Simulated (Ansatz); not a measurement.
A nudged elastic band was laid between two geometries of Cl₃H₅NO₂Ta (12 atoms, charge 0, multiplicity 1).

All numbers below come from RKS PBE/def2-SVP in Ansatz.

* movable images: 9
* climbing image: yes
* spring: 5.0 eV/Å²
* optimiser: quadratic models (default)
* start path: through a guess of the saddle point
* force threshold: 0.05 eV/Å
* iteration limit: 53
* end points: relaxed

First end point:

```xyz
12
Properties=species:S:1:pos:R:3
Ta -0.064 -0.090 0.281
O 1.777 -0.730 0.130
H 2.184 -1.123 0.925
Cl 0.297 -0.377 2.658
O 0.164 0.444 -1.539
H 0.914 0.296 -2.143
Cl -1.951 1.319 0.648
Cl -1.238 -2.074 -0.031
N 1.006 1.973 0.755
H 1.124 2.062 1.775
H 0.440 2.772 0.438
H 1.939 2.039 0.325
```

Last end point:

```xyz
12
Properties=species:S:1:pos:R:3
Ta -0.203 0.422 0.421
O 2.038 -0.353 0.224
H 1.825 -1.318 0.155
Cl 0.384 0.095 2.729
O 0.047 0.694 -1.433
H 0.744 0.648 -2.110
Cl -2.472 0.834 0.619
Cl -0.372 -2.012 0.166
N 0.570 2.238 0.720
H 0.823 2.634 1.632
H 0.819 2.883 -0.038
H 2.389 -0.255 1.136
```

(1) What changes between the two ends?

(2) What energy profile does the band end with?

(3) What is the geometry of the highest image?

(4) What are the harmonic wavenumbers there?

## Answers

(1) Bonds broken: N9–H12. Bonds formed: O2–H12.

(2) The run converged. The highest image is number 6 of 0 to 10, 102.8 kJ/mol above the first end and 32.2 kJ/mol above the last; the last end lies 70.5 kJ/mol above the first. A vibrational analysis at the climbing image gives one clearly imaginary mode, 834i cm⁻¹: a first-order saddle point. The orbitals stay closed-shell, which can raise the energy where a bond breaks towards radicals; this wasn't checked here.

```csv
image,path coordinate (Å),energy (kJ/mol),N9–H12 (Å),O2–H12 (Å)
0,0.00,0.0,1.03,2.78
1,0.38,0.2,1.03,2.70
2,0.76,1.7,1.03,2.53
3,1.14,8.7,1.03,2.25
4,1.53,24.5,1.04,1.93
5,1.91,62.6,1.10,1.55
6,2.29,102.8,1.38,1.17
7,2.87,83.3,2.03,0.99
8,3.44,78.7,2.49,0.98
9,4.02,73.7,2.83,0.98
10,4.59,70.5,3.11,0.98
```

(3) 
```xyz
12
Properties=species:S:1:pos:R:3
Ta -0.282 0.199 0.359
O 1.901 -0.291 0.193
H 2.245 -0.912 0.864
Cl 0.040 -0.211 2.691
O -0.009 0.623 -1.474
H 0.704 0.407 -2.102
Cl -2.354 1.213 0.546
Cl -0.667 -2.086 -0.026
N 1.032 1.867 0.779
H 1.033 2.241 1.735
H 1.041 2.640 0.102
H 1.908 0.820 0.554
```

(4) 834i, 77, 91, 108, 134, 153, 159, 202, 235, 318, 339, 367, 371, 392, 408, 471, 546, 569, 636, 680, 722, 728, 741, 1435, 1481, 1744, 3434, 3540, 3716, 3756 cm⁻¹.

Run time: 11 min on 4 threads of Intel(R) Xeon(R) Platinum 8175M CPU @ 2.50GHz (Skylake/Cascade Lake), on a shared host, peak memory 0.3 GiB.
